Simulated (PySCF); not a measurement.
H3NOTe, SMILES [Te](O)N. Atoms are numbered in the order given.

```xyz
6

Te     0.0668    -0.0003     0.3300
O     -0.0164     1.5333    -0.9056
H      0.8447     1.6413    -1.3192
N     -0.4346    -1.5194    -0.8352
H      0.2303    -1.7644    -1.5533
H     -1.3770    -1.4927    -1.1956
```
Charge 0, spin multiplicity 1.

Coordinates come from a PBE0-D3(BJ)/def2-TZVP optimisation. The def2 effective core potentials stand for the cores of Te; spin–orbit coupling is left out. Other conformers were not sampled.

Level of theory: PySCF with ωB97X/def2-TZVPD.

The molecule is in vacuum.

Computed frontier levels, gap, dipole moment and polarisability:
- highest occupied level = -8.35 eV
- lowest empty level = 0.75 eV
- orbital gap = 9.10 eV
- dipole moment = 1.58 D
- quadrupole, principal values (traceless, Buckingham form, about the centre of nuclear charge) = -8.66, 2.91, 5.76 D·Å
- mean static polarisability = 54.8 bohr³ (8.12 Å³)
- polarisability, principal values = 51.1, 52.3, 60.9 bohr³
